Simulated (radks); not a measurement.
Effect of the nuclear size on the bismuth ion Bi+, [Hg] 6p2. Method: Dirac Kohn-Sham, BLYP, spin-unpolarised, spherical densities, finite nucleus; open shells are shared between the two j in proportion to 2j + 1; Fermi nuclear charge, rms radius 5.5211 fm; computed with a radial shooting solver on a logarithmic mesh with Libxc functionals. The rms radius is varied about that value; shifts are against it.

\begin{tabular}{lrrrrrrrrr}
rms radius (fm) & total energy shift (eV) & density at nucleus (e/bohr^3) & 1s1/2 shift (meV) & 2s1/2 shift (meV) & 5p1/2 shift (meV) & 6s1/2 shift (meV) & 6p1/2 shift (meV) & 6p3/2 shift (meV) & 7s1/2 (empty) shift (meV) \\ \hline
4.8254 & -34.3 & 3.155e+06 & -13600 & -2090 & 0.357 & -3.12 & 0.324 & 0.433 & -0.456 \\
5.0352 & -24.3 & 3.095e+06 & -9630 & -1480 & 0.251 & -2.21 & 0.229 & 0.306 & -0.322 \\
5.5211 & 0 & 2.97e+06 & 0.000 & 0.000 & 0.000 & 0.000 & 0.000 & 0.000 & 0.000 \\
5.9186 & 20.8 & 2.879e+06 & 8240 & 1270 & -0.212 & 1.89 & -0.195 & -0.261 & 0.275 \\
6.0843 & 29.6 & 2.844e+06 & 11800 & 1810 & -0.303 & 2.69 & -0.279 & -0.373 & 0.393 \\
\end{tabular}

Slopes of the eigenvalues against <r^2> in GHz/fm^2, as finite differences over the two radii next to the reference (eigenvalue slopes, not the field-shift constants of lines): 1s1/2 447000, 2s1/2 68600, 5p1/2 -11.6, 6s1/2 102, 6p1/2 -10.6, 6p3/2 -14.2, 7s1/2 (empty) 14.9.
